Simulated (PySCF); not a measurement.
## Shapes and spin states of [PdH5]-

Computed with PySCF, PBE0, basis Pd def2-TZVPD with ECP28, H def2-TZVPD (scalar-relativistic core potentials, no spin–orbit coupling, density fitting).

Relaxations began from a few typed shapes and spin states; open shells are unrestricted. The search is not exhaustive: other isomers or separated fragments can lie lower, and high-lying points may rest on an excited occupation.

```tsv
spin	group	bonds	angles	imaginary modes (cm⁻¹)	ΔE (kJ/mol)	ΔE with ZPE (kJ/mol)
singlet	C2v	H–H 0.860 Å, Pd–H 1.562 Å, Pd–H 1.645 Å (×2), Pd–H 1.728 Å (×2)	H–H–Pd 75.6° (×2), H–Pd–H 28.8°, H–Pd–H 82.0° (×2), H–Pd–H 83.6° (×2), H–Pd–H 110.8° (×2)	none	0.0	0.0
triplet	C3v	Pd–H 1.586 Å, Pd–H 1.621 Å (×3), Pd–H 1.689 Å	H–Pd–H 73.9° (×3), H–Pd–H 106.1° (×3), H–Pd–H 112.6° (×3), H–Pd–H 180.0°	2 found	241.5	–
triplet	D3h	Pd–H 1.620 Å (×3), Pd–H 1.638 Å (×2)	H–Pd–H 90.0° (×6), H–Pd–H 120.0° (×3), H–Pd–H 180.0°	1 found	246.2	–
quintet	C4v	Pd–H 1.643 Å, Pd–H 1.791 Å (×4)	H–Pd–H 78.8° (×4), H–Pd–H 116.2° (×4), H–Pd–H 127.7° (×2)	197i, 197i	551.0	–
quintet	D3h	Pd–H 1.662 Å (×3)	H–Pd–H 120.0° (×3)	3 found	566.5	–
```

The lowest minimum found is the singlet C2v: H–H 0.860 Å, Pd–H 1.562 Å, Pd–H 1.645 Å (×2), Pd–H 1.728 Å (×2); H–H–Pd 75.6° (×2), H–Pd–H 28.8°, H–Pd–H 82.0° (×2), H–Pd–H 83.6° (×2), H–Pd–H 110.8° (×2).

Starts that fell apart ended at 493, 493 kJ/mol on the same scale (coarser grid).

For the lowest minimum: stability towards spin polarisation was not tested. The lowest empty level of this anion is unbound, so it and the gap depend on the basis.
